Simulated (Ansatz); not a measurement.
`C#C/C=C\[SiH3]`, charge 0, multiplicity 1.

Task: Give a relaxed structure at PBE0-D4/def2-TZVP (the Gaussian-basis code of Ansatz). (An estimate is asked.)

Result: Ansatz gave: 
```xyz
11

C    -0.002   -2.471   -0.303
C    -0.218   -1.513    0.392
C    -0.472   -0.382    1.209
C    -0.262    0.879    0.807
Si    0.394    1.331   -0.883
H     0.191   -3.316   -0.920
H    -0.855   -0.592    2.205
H    -0.492    1.668    1.517
H     1.734    0.728   -1.107
H    -0.527    0.858   -1.950
H     0.509    2.810   -0.966
```
Point group Cs.
This is one stationary point; other conformers may exist.
